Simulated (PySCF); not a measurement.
Relaxation of triplet MoOF2

Computed with UPBE0 in PySCF with Mo def2-SVP with ECP28, O def2-SVP, F def2-SVP; scalar-relativistic core potentials, no spin–orbit coupling; density-fitted integrals. A (50,194) grid was used.

A hand-made T-shaped (ligand arrangement 1) start, of Cs symmetry, held to at least that symmetry:

```xyz
4
charge 0 multiplicity 3, angstrom
Mo   -0.0652    0.0000   -0.2680
O    -1.8441    0.0000   -0.2059
F    -0.0652    0.0000    1.7520
F     1.9536    0.0000   -0.1975
```

Optimiser trace:
```json
{"step": "0", "E − E(last) (kJ/mol)": "211.41", "largest gradient (Eh/bohr)": "0.10025"}
{"step": "1", "E − E(last) (kJ/mol)": "106.94", "largest gradient (Eh/bohr)": "0.05289"}
{"step": "2", "E − E(last) (kJ/mol)": "62.74", "largest gradient (Eh/bohr)": "0.04189"}
{"step": "3", "E − E(last) (kJ/mol)": "33.73", "largest gradient (Eh/bohr)": "0.06898"}
{"step": "4", "E − E(last) (kJ/mol)": "9.58", "largest gradient (Eh/bohr)": "0.02542"}
{"step": "5", "E − E(last) (kJ/mol)": "0.82", "largest gradient (Eh/bohr)": "0.00825"}
{"step": "6", "E − E(last) (kJ/mol)": "0.22", "largest gradient (Eh/bohr)": "0.00924"}
{"step": "7", "E − E(last) (kJ/mol)": "0.01", "largest gradient (Eh/bohr)": "0.00152"}
{"step": "8", "E − E(last) (kJ/mol)": "0.00", "largest gradient (Eh/bohr)": "0.00074"}
{"step": "9", "E − E(last) (kJ/mol)": "0.00", "largest gradient (Eh/bohr)": "0.00024"}
```

It ends at C2v with Mo–F 1.867 Å (×2), Mo–O 1.651 Å; F–Mo–F 115.8°, F–Mo–O 122.1° (×2). A frequency run shows a minimum.

Final geometry:
Z-matrix (Å, degrees; charge 0 multiplicity 3):
```
Mo
O  1 1.6509
F  1 1.8673 2 122.09
F  1 1.8673 2 122.09 3 180.00
```

Other spin states or occupations of the open shell can lie lower.
